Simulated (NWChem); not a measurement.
System: CH6AlFSi; SMILES [SiH3][Al]([CH3])[F]

Input file for NWChem:

```
start job
memory heap 200 mb stack 900 mb global 1100 mb
geometry units angstroms noautosym nocenter noautoz
  Al     0.083530    -0.532374    -0.001785
  F      1.663091    -1.090657     0.006833
  C     -1.319149    -1.879820    -0.001052
  H     -1.215195    -2.546172    -0.874346
  H     -2.332850    -1.450451    -0.019499
  H     -1.237299    -2.520292     0.893797
  Si    -0.150518     1.907653    -0.004364
  H     -1.584754     2.326462    -0.119241
  H      0.598528     2.525921    -1.145456
  H      0.392796     2.499453     1.261313
end
basis spherical
  * library def2-svp
end
dft
  xc hfexch
  iterations 150
end
property
  efieldgrad
end
task dft property
```

Excerpt of the output:

```
             Northwest Computational Chemistry Package (NWChem) 7.3.0
             --------------------------------------------------------

                             Geometry "geometry" -> ""
                             -------------------------

 Output coordinates in angstroms (scale by  1.889725989 to convert to a.u.)

  No.       Tag          Charge          X              Y              Z
 ---- ---------------- ---------- -------------- -------------- --------------
    1 Al                  13.0000     0.08353000    -0.53237400    -0.00178500
    2 F                    9.0000     1.66309100    -1.09065700     0.00683300
    3 C                    6.0000    -1.31914900    -1.87982000    -0.00105200
    4 H                    1.0000    -1.21519500    -2.54617200    -0.87434600
    5 H                    1.0000    -2.33285000    -1.45045100    -0.01949900
    6 H                    1.0000    -1.23729900    -2.52029200     0.89379700
    7 Si                  14.0000    -0.15051800     1.90765300    -0.00436400
    8 H                    1.0000    -1.58475400     2.32646200    -0.11924100
    9 H                    1.0000     0.59852800     2.52592100    -1.14545600
   10 H                    1.0000     0.39279600     2.49945300     1.26131300

 Effective nuclear repulsion energy (a.u.)     191.7556884405

  xc_inp: hfexch multiplicative factor not found.
                              NWChem Property Module
                              ----------------------

  itol2e modified to match energy
  convergence criterion.

                                 NWChem DFT Module
                                 -----------------

 Summary of "ao basis" -> "ao basis" (spherical)
 ------------------------------------------------------------------------------
       Tag                 Description            Shells   Functions and Types
 ---------------- ------------------------------  ------  ---------------------
 Al                         def2-svp                 8       18   4s3p1d
 F                          def2-svp                 6       14   3s2p1d
 C                          def2-svp                 6       14   3s2p1d
 H                          def2-svp                 3        5   2s1p
 Si                         def2-svp                 8       18   4s3p1d

  itol2e modified to match energy
  convergence criterion.

[...]

          -----------------------
          Electric field gradient
          -----------------------

 1 a.u. = 0.324123 10**(16) esu/cm**3  ( or statvolts/cm**2 ) = 0.97174 10**(22) v/m**2

 ------------------------------------------------------------
   Atom      X         Y         Z
 ------------------------------------------------------------
    1 Al   0.15785  -1.00604  -0.00337
 ------------------------------------------------------------

 Electric field gradient in molecular frame (a.u.)
         XX             YY             ZZ             XY             XZ             YZ
 ------------------------------------------------------------------------------------------
        0.406906       0.677194      -1.084100       0.214003       0.005051      -0.005016

 Principal components (a.u.) and orientation
 of principal axis w.r.t. absolute frame                      Asymmetry parameter eta
 --------------------------------------------------------------------------------------
       -1.084136       0.795155       0.288981                       0.466891

       -0.003864       0.482714       0.875769
        0.003317       0.875777      -0.482704
        0.999987      -0.001040       0.004985

 ------------------------------------------------------------
   Atom      X         Y         Z
 ------------------------------------------------------------
    2 F    3.14279  -2.06104   0.01291
 ------------------------------------------------------------

 Electric field gradient in molecular frame (a.u.)
         XX             YY             ZZ             XY             XZ             YZ
 ------------------------------------------------------------------------------------------
       -0.452523       0.322354       0.130169       0.315505      -0.003518       0.000205

 Principal components (a.u.) and orientation
 of principal axis w.r.t. absolute frame                      Asymmetry parameter eta
 --------------------------------------------------------------------------------------
       -0.564753       0.434571       0.130182                       0.538978

        0.942173       0.335108      -0.003502
       -0.335091       0.942174       0.004683
        0.004868      -0.003239       0.999983

 ------------------------------------------------------------
   Atom      X         Y         Z
 ------------------------------------------------------------
    3 C   -2.49283  -3.55234  -0.00199
 ------------------------------------------------------------

 Electric field gradient in molecular frame (a.u.)
         XX             YY             ZZ             XY             XZ             YZ
 ------------------------------------------------------------------------------------------
        0.045000       0.054338      -0.099338       0.129151      -0.000418      -0.000348

 Principal components (a.u.) and orientation
 of principal axis w.r.t. absolute frame                      Asymmetry parameter eta
 --------------------------------------------------------------------------------------
        0.178906      -0.099339      -0.079566                       0.110522

        0.694215       0.003513       0.719759
        0.719765      -0.000689      -0.694217
       -0.001943       0.999994      -0.003007

 ------------------------------------------------------------
   Atom      X         Y         Z
 ------------------------------------------------------------
    4 H   -2.29639  -4.81157  -1.65227
 ------------------------------------------------------------

[...]
```

Level: Hartree-Fock/def2-SVP. Geometry: optimised at PBE0/def2-SVP. NWChem prints the field gradient with the sign opposite to the second derivative of the potential.
